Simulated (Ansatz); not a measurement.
Cost and result for the atomization energy of CH$_{3}$BN$_{2}$ (7 atoms, 8 bonds).

```xyz
7

B    -0.2658    0.6010   -0.6984
N     0.9329   -0.1714   -1.0214
C     0.5825   -0.6369    0.1396
N    -0.7895   -0.3725    0.3016
H    -0.5417    1.7444   -0.8694
H     1.2225   -1.0442    0.9278
H    -1.1408   -0.1204    1.2203
```

Charge 0, multiplicity 1. The bonds changed during the relaxation, so this is another structure than the one it started from. The structure was optimised at the PBE0-D4/def2-TZVP level. Program: Ansatz. All runs use 2 threads of an Arm Neoverse V1 on a shared host. Times are those of one run each, without the atoms' runs, and a repeat can differ threefold. Electronic energies, without spin–orbit coupling; frozen cores. CCSD(T)/CBS adds CCSD(T) − MP2 in def2-TZVPP to the MP2 limit, and its time is that of the two runs behind it. T1 = 0.015. HSE06 is the plane-wave form, built on full-range PBE exchange.

CCSD(T)/CBS is a level of theory with its own doubt, some kJ/mol a heavy atom from the limit and from the frozen cores, so smaller differences don't rank the functionals.

```json
{"level": "CCSD(T)/def2-SVP", "functions": "71", "wall time": "1.4 s"}
{"level": "BLYP-D4/def2-TZVPP", "functions": "166", "wall time": "1.5 s"}
{"level": "PBE0-D4/def2-TZVPP", "functions": "166", "wall time": "1.8 s"}
{"level": "PBE-D4/def2-TZVPP (with forces)", "functions": "166", "wall time": "1.9 s"}
{"level": "BHLYP-D4/def2-TZVPP", "functions": "166", "wall time": "1.9 s"}
{"level": "HSE06-D4/def2-TZVPP", "functions": "166", "wall time": "2 s"}
{"level": "CAM-B3LYP-D4/def2-TZVPP", "functions": "166", "wall time": "2.1 s"}
{"level": "B2PLYP/def2-TZVPP", "functions": "166", "wall time": "3.2 s"}
{"level": "ωB97X-V/def2-TZVPP", "functions": "166", "wall time": "5.5 s"}
{"level": "ωB97M-V/def2-TZVPP (with forces)", "functions": "166", "wall time": "7 s"}
{"level": "MP2/def2-QZVPP", "functions": "318", "wall time": "11 s"}
{"level": "CCSD(T)/def2-TZVPP", "functions": "166", "wall time": "24 s"}
{"level": "CCSD(T)/CBS(def2)", "functions": "–", "wall time": "34 s"}
```

(1) What atomization energy does each give, and how far from CCSD(T)/CBS? (An estimate is asked.)

Answers

(1) The calculation gave: 
```csv
level,atomization (kcal/mol),difference from CCSD(T)/CBS,per bond
CCSD(T)/def2-SVP,626.9,-39.0,-4.9
BLYP-D4/def2-TZVPP,681.8,15.9,2.0
PBE0-D4/def2-TZVPP,680.2,14.3,1.8
PBE-D4/def2-TZVPP (with forces),703.4,37.5,4.7
BHLYP-D4/def2-TZVPP,643.5,-22.4,-2.8
HSE06-D4/def2-TZVPP,681.0,15.1,1.9
CAM-B3LYP-D4/def2-TZVPP,676.7,10.8,1.4
B2PLYP/def2-TZVPP,667.0,1.1,0.1
ωB97X-V/def2-TZVPP,675.2,9.3,1.2
ωB97M-V/def2-TZVPP (with forces),676.8,10.9,1.4
MP2/def2-QZVPP,677.9,12.0,1.5
CCSD(T)/def2-TZVPP,643.6,-22.3,-2.8
CCSD(T)/CBS(def2),665.9,0.0,0.0
```

The D4 term adds +4.0 kcal/mol with B3LYP and +2.0 kcal/mol with PBE0; it sums over pairs of atoms, weighted by their polarisabilities, and B3LYP, whose exchange is more repulsive, gets the larger term. At CCSD(T), def2-SVP lies −39.0 kcal/mol from the extrapolated value and def2-TZVPP −22.3 kcal/mol: correlation converges slowly with the basis, and small sets miss more of it in the bonded molecule than in its fragments. From PBE to PBE0 (25 % exact exchange), in def2-TZVPP and without D4, the atomization energy moves by −22.7 kcal/mol: exact exchange takes away binding that semilocal exchange gives to molecules.

B3LYP here is the variant with VWN-RPA as its local correlation; programs differ in this.
